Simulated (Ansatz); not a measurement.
Abridged output of a molecular run in Ansatz:

```
Functional definition: HF
1612 factors; integrals over basis functions are off by at most 1.1e-3 eV
mean field evaluation 1: about -21610.0818 eV, gradient 4.9e1 eV
mean field evaluation 2: about -21610.3495 eV, gradient 4.9e1 eV
mean field evaluation 4: about -21615.2856 eV, gradient 4.2e0 eV
mean field evaluation 8: about -21615.3687 eV, gradient 2.7e-1 eV
mean field evaluation 16: about -21615.3690 eV, gradient 2.3e-6 eV
mean field -21615.36902491 eV, -794.3501602422 hartree, gradient 2.3e-6 eV, S^2 0.000000; 0 other end points of the search recorded, 0 dependent functions left out
13 core orbitals not correlated: weight in the atoms' cores, before any rotation towards them, 1.000 or more for the frozen orbitals, at most 0.000 for the correlated occupied ones
reference -21615.36902491 eV, -794.3501602422 hartree; 16, 16 occupied and 246, 246 virtual orbitals, 1612 factors
second order -24.82753910 eV of doubles, -0.00000000 eV of singles
cycle   1  -25.39554114 eV  change   -5.7e-1 eV  update   1.1e-1
cycle   2  -25.98325761 eV  change   -5.9e-1 eV  update   3.2e-2
cycle   3  -26.12103826 eV  change   -1.4e-1 eV  update   1.6e-2
cycle   4  -26.10829677 eV  change    1.3e-2 eV  update   3.4e-3
cycle   5  -26.10662938 eV  change    1.7e-3 eV  update   1.4e-3
cycle   6  -26.10728004 eV  change   -6.5e-4 eV  update   4.4e-4
cycle   7  -26.10706184 eV  change    2.2e-4 eV  update   1.8e-4
cycle   8  -26.10698463 eV  change    7.7e-5 eV  update   6.5e-5
cycle   9  -26.10701454 eV  change   -3.0e-5 eV  update   3.0e-5
perturbative correction -0.87030018 eV, -0.0319829418 hartree
Total energy: -21642.34633963 eV, -795.3415582723 hartree
```

Its atoms:

Cartesian coordinates in Å:
```
C -1.1378 0.3603 -1.4801
Si -0.1000 -0.8430 -0.5131
F -1.0912 -1.8338 0.2921
Si 1.2716 0.2032 1.0884
O 0.3670 1.0330 2.2003
H -1.8230 -0.1661 -2.1490
H -1.7229 1.0007 -0.8166
H -0.4940 1.0022 -2.0883
H 0.7002 -1.6920 -1.4411
H 2.1480 -0.8095 1.7473
H 2.1390 1.2208 0.4396
H -0.2568 0.5243 2.7205
```

Task: Which basis set was used?
A. def2-QZVPP
B. cc-pV(Q+d)Z
C. def2-TZVPP
D. def2-TZVPPD

Result: C. It gives 275 functions.

Task: Write the keys of the input that set method, charge and spin (a neutral closed shell needs none for the last two).

Result: 
```yaml
correlation: {method: ccsd_t}
```
